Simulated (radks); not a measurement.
Problem. Species: K II. Configuration: [Ne] 3s1.75 3p6 4p0.25 (fractional occupations, a model configuration). Method: scalar-relativistic Kohn-Sham, PW91, spin-polarised, spherical densities, point nucleus; open shells are filled with parallel spins first; computed with a radial shooting solver on a logarithmic mesh with Libxc functionals. Some entries of the table are withheld. Estimate them.

orbital  occ.  eigenvalue (hartree)  <r> (bohr)  <r^2> (bohr^2)
1s up       1             -129.8222     0.08105        0.008837
1s down     1             -129.8190     0.08105        0.008837
2s up       1             -13.32647      0.3877          0.1782
2s down     1             -13.32326      0.3877          0.1782
2p up       3             -10.63854      0.3505          0.1523
2p down     3             -10.63522      0.3504          0.1523
3s up       1              -1.61469         (1)           1.826
3s down  0.75              -1.60183         (2)           1.831
3p up       3              -1.00058       1.405           2.334
3p down     3              -0.98887       1.408           2.345
4p up    0.25              -0.18038       5.157           30.40

Solution. 
(1) 3s up <r> (bohr): 1.257
(2) 3s down <r> (bohr): 1.258
